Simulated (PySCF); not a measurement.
Species: C8H9OP.
Numbering: `[CH3:1][C:2]#[C:3][P@@:4]1(=[O:5])[CH:6]=[CH:7][C:8]([CH3:9])=[CH:10]1`

Geometry (GFN2-xTB, Å), atoms numbered from 1 in this order:
```
atom  x, y, z in Å
C1     3.8076   -0.9653   -1.2020
C2     2.6894   -0.3944   -0.4920
C3     1.7391    0.0760    0.0798
P4     0.4445    0.8102    1.0359
O5     0.8887    1.4026    2.3018
C6    -0.4619    1.8542   -0.1458
C7    -1.6249    1.2676   -0.4326
C8    -1.8822   -0.0084    0.2421
C9    -3.1622   -0.7278   -0.0136
C10   -0.8976   -0.4088    1.0578
H11    3.4540   -1.6911   -1.9337
H12    4.4753   -1.4630   -0.4996
H13    4.3587   -0.1791   -1.7172
H14   -0.1071    2.7873   -0.5472
H15   -2.3655    1.6733   -1.1062
H16   -3.2312   -0.9995   -1.0670
H17   -3.2320   -1.6300    0.5881
H18   -4.0081   -0.0811    0.2183
H19   -0.8944   -1.3135    1.6405
```

Probes without a nucleus sit at each ring's centroid and 1 Å off its mean plane on both sides; NICS is minus the shielding there, NICSzz its component along the normal. Level: GIAO PBE0/pcSseg-1 (PySCF, non-relativistic, gas phase) on the GFN2-xTB geometry, one conformer.

Ring bond lengths (Å), with Mayer bond orders in brackets: P4–C6 1.819 (0.90), C6–C7 1.334 (1.80), C7–C8 1.466 (1.02), C8–C10 1.340 (1.77), C10–P4 1.813 (0.91).

**Question.** What do the NICS probes read (ppm)?

**Answer.** 
```
           ring                                                     type  NICS(0)  NICS(1), two faces  NICS(1)zz, two faces  rms pucker (Å)  centre to ring atoms, mean (Å)
P4–C6–C7–C8–C10  5-membered ring with P; formal bonds 2 double, 3 single      0.9         -1.9 / -2.7             1.1 / 1.6            0.00                            1.32
```

**Question.** What do they say, and how far can they be read as aromaticity?

**Answer.** 
- P4–C6–C7–C8–C10: mean NICS(1)zz 1.4 ppm, near zero. P4 has four or more neighbours, so the value isn't read as a sign of a π ring current.

**Question.** List the ring angles and the Hirshfeld charges of the ring atoms.

**Answer.** 
- P4–C6–C7–C8–C10: P4 91.4° (+0.421 e), C6 108.8° (-0.092 e), C7 115.9° (-0.034 e), C8 114.3° (+0.022 e), C10 109.6° (-0.111 e); sum 540.0° against 540° for a flat convex ring.

**Question.** What are the shieldings of the ring atoms and their hydrogens in the same run (means over atoms taken as equivalent)?

**Answer.** 
```tsv
atoms	environment	σ isotropic (ppm)
P4	phosphoryl phosphorus	325.3
C6	alkene CH carbon	46.3
C7	alkene CH carbon	38.5
C8	fully substituted alkene carbon	29.3
C10	alkene CH carbon	55.8
H14	vinylic hydrogen	25.35
H15	vinylic hydrogen	25.07
H19	vinylic hydrogen	25.79
```
